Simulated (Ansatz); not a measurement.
Geometry optimisation, RKS CAM-B3LYP-D4/def2-SVP (Ansatz 0.2.0).

input.yaml

```yaml
crystal:
  periodic: [false, false, false]
  atoms:
    - { symbol: C, position_ang: [-0.8731, 0.3556, -0.4273] }
    - { symbol: C, position_ang: [0.0374, 0.3029, 0.475] }
    - { symbol: Te, position_ang: [0.9217, -1.5603, 0.8778] }
    - { symbol: H, position_ang: [-1.1779, -0.4666, -0.9881] }
    - { symbol: H, position_ang: [-1.3816, 1.353, -0.6643] }
    - { symbol: H, position_ang: [0.3668, 1.2041, 1.0154] }
    - { symbol: H, position_ang: [2.168, -1.2567, -0.3342] }
basis:
  gaussian: { orbitals: def2-SVP }
hamiltonian:
  xc: cam_b3lyp
  dispersion: d4
relax:
  f_tol: 0.015
  max_steps: 40
```

Run as:

```bash
$ ansatz run input.yaml --threads 1 --pin off --max-ram 2048MiB --backend cpu --events-out ev --progress --plain --runs-dir out
```

Task: Where does it end, and by what steps?

Result: It converged. The force dipped under the threshold on the way, but the program's further checks kept it going. After 11 steps the energy has fallen by 0.320 eV; H7 moved furthest, 0.74 Å.

```
step  energy less start (eV)  largest force component (eV/Å)  accepted
   0                  0.0000                           3.463       yes
   1                 -0.1674                           1.703       yes
   2                 -0.2579                           0.396       yes
   3                 -0.2688                           0.497       yes
   4                 -0.2902                           0.302       yes
   5                 -0.3035                           0.146       yes
   6                 -0.3140                           0.242       yes
   7                 -0.3191                           0.112       yes
   8                 -0.3171                           0.069        no
   9                 -0.3200                           0.014       yes
  10                 -0.3202                           0.036       yes
  11                 -0.3202                           0.012       yes
```

```xyz
7
Properties=species:S:1:pos:R:3
C -1.037 0.428 -0.433
C 0.094 0.230 0.236
Te 0.943 -1.685 0.536
H -1.566 -0.381 -0.946
H -1.482 1.426 -0.493
H 0.609 1.057 0.734
H 2.500 -1.143 0.321
```

The run took 31 s on 1 thread of Intel(R) Xeon(R) 6975P-C (Granite Rapids), with other jobs on the host, peak memory 0.21 GiB.
